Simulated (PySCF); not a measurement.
Nb(O)(Cl)3 cation (Cl3NbO), SMILES [O]=[Nb]([Cl])([Cl])[Cl] (connectivity only; charge and spin as stated), charge +1, multiplicity 2.

Geometry: B3LYP-D3(BJ)/def2-SVP. The multiplicity is an assumed one; no other spin state was optimised. The isomer is the one that the SMILES or the coordinates give; other isomers of the formula were not compared. The def2 effective core potentials stand for the cores of Nb; spin–orbit coupling is left out.

Calculation: r2SCAN/def2-TZVP (PySCF).

The molecule is in vacuum.

Computed frontier levels, dipole moment and polarisability:
- α spin, highest occupied and lowest empty level = -14.32 and -9.80 eV
- β spin, highest occupied and lowest empty level = -14.14 and -13.49 eV
- dipole moment about the centre of nuclear charge = 1.23 D
- mean static polarisability = 101.2 bohr³ (15.00 Å³)
- polarisability, principal values = 69.3, 107.2, 127.1 bohr³
- ⟨S²⟩ = 0.774 (pure state 0.75)
